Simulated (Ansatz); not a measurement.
The cluster Ag₂Au₂, relaxed as a singlet with RKS PBE0-D4/def2-SVP in Ansatz, starting from the GFN1-xTB geometry. Force threshold 0.02 eV/Å.

In the def2 sets Ag, Au take a core potential; there is no spin–orbit coupling. The structure comes from a short search, and lower isomers may exist.

Start:

```xyz
4

Au   -1.648    0.929   -1.529
Au    1.047   -0.714    1.957
Ag   -0.499   -1.243   -0.240
Ag    1.100    1.028   -0.188
```

(1) Estimate the energy that the relaxation releases and the steps that it takes.

(2) Does the start keep its bonding and symmetry?

(3) Predict the relaxed structure.

## Answers

(1) 32.1 kJ/mol, in 5 steps; 15 s on 4 threads of Arm Neoverse V2 on a shared host. No frequencies were taken in this run, so the end may be a saddle point.

(2) By distances, no bond broke or formed. The bond that changes most is Au1–Ag4, from 3.06 to 2.71 Å (atoms count from 1). The end is the same structure that another start reached, the lowest one found.

(3) 
```xyz
4

Au   -1.3197    0.8450   -1.7546
Au    1.3258   -0.8493    1.7478
Ag   -0.7336   -1.1275    0.0089
Ag    0.7275    1.1319   -0.0020
```
Bond lengths (bridged metal pairs left out): 4 × Ag–Au 2.71 Å; 1 × Ag–Ag 2.69 Å.
